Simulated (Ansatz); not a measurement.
cis-CoF2(H2O)4 (CoO₄F₂H₈). Charge 0, multiplicity 4. Geometry PBE-D4/def2-SVP.

```
atom   x (Å)   y (Å)   z (Å)
 Co1  -0.159   0.124   0.271
  F2   1.948   0.270  -0.208
  F3  -1.024  -0.994  -1.369
  O4  -2.211  -0.137   0.587
  O5   0.839   1.213   1.754
  O6   0.009   1.338  -1.442
  O7   0.619  -1.830   0.371
  H8  -2.408  -0.835   1.241
  H9  -2.100  -0.629  -0.305
 H10   0.697   2.176   1.678
 H11   1.620   1.006   1.125
 H12  -0.392   0.556  -1.917
 H13   0.979   1.103  -1.378
 H14   1.472  -1.403   0.075
 H15   0.111  -1.957  -0.482
```

At HF/STO-3G the charge 0 quartet is spin-contaminated (final ⟨S²⟩ up to 4.75, 3.75 for a pure state).

Problem. Estimate the α-spin orbital energies around the gap (eV) in Ansatz with HF/STO-3G, HF/def2-TZVP, PBE-D4/def2-SVP, PBE0-D4/def2-TZVP, BHLYP-D4/def2-TZVP.

Solution. 
```
orbital  HF/STO-3G  HF/def2-TZVP  PBE-D4/def2-SVP  PBE0-D4/def2-TZVP  BHLYP-D4/def2-TZVP
 HOMO−9     -13.49        -16.71            -7.75             -10.58              -12.99
 HOMO−8     -12.74        -16.05            -7.69             -10.35              -12.96
 HOMO−7     -11.59        -15.46            -7.61             -10.24              -12.34
 HOMO−6     -11.44        -15.30            -7.53             -10.07              -12.19
 HOMO−5      -9.36        -14.95            -7.50             -10.00              -11.88
 HOMO−4      -9.34        -14.94            -6.49              -9.91              -11.84
 HOMO−3      -8.97        -14.80            -6.16              -9.80              -11.77
 HOMO−2      -8.90        -14.39            -6.07              -9.41              -11.33
 HOMO−1      -8.70        -14.28            -5.63              -8.77              -10.97
   HOMO      -8.33        -13.89            -5.49              -8.70              -10.75
   LUMO       8.35          2.12            -0.96              -0.49                0.11
 LUMO+1      10.71          3.51             0.58               0.80                1.39
 LUMO+2      11.69          4.69             1.43               1.69                2.39
 LUMO+3      13.43          5.33             2.48               2.37                3.07
 LUMO+4      16.39          5.91             2.86               3.15                3.91
 LUMO+5      17.01          6.26             3.11               3.25                3.97
 β HOMO      -0.69        -14.24            -4.68              -8.37              -11.04
 β LUMO       9.44          2.16            -3.42              -1.93                0.10
```
